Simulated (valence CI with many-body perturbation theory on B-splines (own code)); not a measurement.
The numbers below are computed, except where a source is named.
# Basis-set convergence for Dy⁵²⁺

Level of theory: configuration interaction combined with many-body perturbation theory (CI+MBPT): four valence electrons over a frozen Dirac-Fock core [Ne], a basis of 9 s, 9 p, 8 d, 6 f, 3 g, 1 h functions for each j, with the one-electron correlation potential Σ1 (screened to all orders), the two-electron term Σ2, the three-electron term Σ3, Breit, model QED; selected single and double excitations, second order for the rest, scaled by the run's own slope (own B-spline code, finite nucleus).

No measured spectrum was set against this ion. As an estimate, large intervals hold to a few tenths of a per cent, small ones and those within an open d or f shell to about a per cent.

The reference run has the lowest level (3s^2 3p1/2^2) J=0 and an ionisation energy of 4947.27 eV. Its largest variational space holds 20000 state functions.

Levels are named by their leading jj configuration (3d3/2^4 stands for four electrons in 3d with j = 3/2), which in mixed levels can hold well under half, so a name can repeat and another be missing. Letters in brackets count levels of one name in rising energy.

Changed runs:
A. basis 6 s, 6 p, 5 d, 3 f, 1 g
B. basis 5 s, 5 p, 4 d, 2 f

Excitation energies of the reference run in cm⁻¹, and shifts in cm⁻¹:

```
                     Level  Reference       A      B
    (3s^2 3p1/2 3p3/2) J=1    1603280    -103   -304
    (3s^2 3p1/2 3p3/2) J=2    1669510     +14    +92
    (3s 3p1/2^2 3p3/2) J=2    2733890    -124   -329
    (3s 3p1/2^2 3p3/2) J=1    2934220    +7.7    +62
    (3s^2 3p1/2 3d3/2) J=2    3139910    +188   +422
        (3s^2 3p3/2^2) J=2    3321580     -68   -152
    (3s^2 3p1/2 3d3/2) J=1    3433190    +428  +1391
        (3s^2 3p3/2^2) J=0    3464800     +37   +185
    (3s^2 3p1/2 3d5/2) J=2    3648120    +204   +521
    (3s^2 3p1/2 3d5/2) J=3    3655260    +338   +938
    (3s 3p1/2^2 3d3/2) J=1    4297440    +124   +247
(3s 3p1/2 3p3/2^2) J=2 [a]    4299530    -178   -446
    Ionisation energy (eV)    4947.27  -0.032  -0.11
```
